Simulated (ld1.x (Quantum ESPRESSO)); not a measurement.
# Ti (Z = 22): excitation energies, all-electron against TM

titanium, norm-conserving Troullier–Martins (Kleinman–Bylander form), made with ld1.x (Quantum ESPRESSO) 7.5 (Wu–Cohen, scalar-relativistic). Core [Ar], reference 3d2.5 4s1.5 4p0. Waves: 4s (bound): rc 2.35 bohr; 4p (bound, empty): rc 4.20 bohr; 3d (bound): rc 1.65 bohr. Local part: the d channel. Core correction: Bessel-smoothed model core, default radius (core density twice the valence density).

Energies are relative to the spin-unpolarised reference configuration 3d2.5 4s1.5 4p0; without spin polarisation the order of configurations can differ from experiment. Not all tests gave a result: 2 of 7 tests not solved or not reliable. Left out of the table: 3d2 4s0 4p1 (solver errors, printed error -1.5 eV); 3d1 4s2 4p1 (solver errors, printed error -53.4 eV). The frozen-core shift is the all-electron ΔE with the core orbitals held at their reference shape minus the fully relaxed ΔE.

**Question.** Give the all-electron excitation energy and the error of the potential for: 3d2 4s2 4p0; 3d2 4s1 4p0; 3d2 4s0 4p0; 3d2 4s1 4p1; 3d1 4s0 4p0.

**Answer.**

```
valence configuration  charge  ΔE all-electron (eV)  error AE − PS (meV)  frozen-core shift (meV)
          3d2 4s2 4p0       0                -0.351                  -41                      +31
          3d2 4s1 4p0      +1                 7.014                  -20                      +33
          3d2 4s0 4p0      +2                20.425                  -57                      +73
          3d2 4s1 4p1       0                 2.760                  -44                      +36
          3d1 4s0 4p0      +3                47.356                 -815                    +1075
```

Levels in the configuration 3d2 4s1 4p0:

| level | all-electron (eV) | pseudo (eV) |
| --- | --- | --- |
| 3d | -11.401 | -11.531 |
| 4s | -10.336 | -10.323 |

These tests converged, but a pseudo level misses the all-electron one widely, so the file describes the atom poorly there or has found another state: 3d1 4s0 4p0: empty 4s by 7.0 eV.

Note: ghost states, extra bound levels that the all-electron valence spectrum of the same l lacks: s at -148.2 eV, p at -60.2 eV. A true bound ghost makes a file unfit for plane-wave use.
